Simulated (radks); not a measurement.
Effect of the nuclear size on neutral ytterbium, [Xe] 4f14 6s2. All-electron calculation, Dirac Kohn-Sham, LDA (Slater exchange, Perdew-Wang correlation), spin-unpolarised, spherical densities, finite nucleus; Fermi nuclear charge, rms radius 5.3108 fm. Program: a radial shooting solver on a logarithmic mesh with Libxc functionals. The rms radius is varied about that value; shifts are against it.

rms radius (fm)  total energy shift (eV)  density at nucleus (e/bohr^3)  1s1/2 shift (meV)  2s1/2 shift (meV)  5s1/2 shift (meV)  5p1/2 shift (meV)  6s1/2 shift (meV)  4f7/2 shift (meV)  6p1/2 (empty) shift (meV)
4.7797                             -7.49                      1.056e+06              -3060               -416              -3.20              0.297             -0.125              0.530                      0.104
4.9019                             -5.82                      1.048e+06              -2380               -323              -2.48              0.231             -0.097              0.411                      0.081
5.3108                                 0                      1.023e+06              0.000              0.000              0.000              0.000              0.000              0.000                      0.000
5.7516                              6.63                      9.977e+05               2710                368               2.83             -0.263              0.110             -0.469                     -0.092
6.5801                              20.1                      9.571e+05               8190               1110               8.57             -0.795              0.334              -1.42                     -0.279

Slopes of the eigenvalues against <r^2> in GHz/fm^2, as finite differences over the two radii next to the reference (eigenvalue slopes, not the field-shift constants of lines): 1s1/2 136000, 2s1/2 18400, 5s1/2 142, 5p1/2 -13.2, 6s1/2 5.53, 4f7/2 -23.5, 6p1/2 (empty) -4.62.
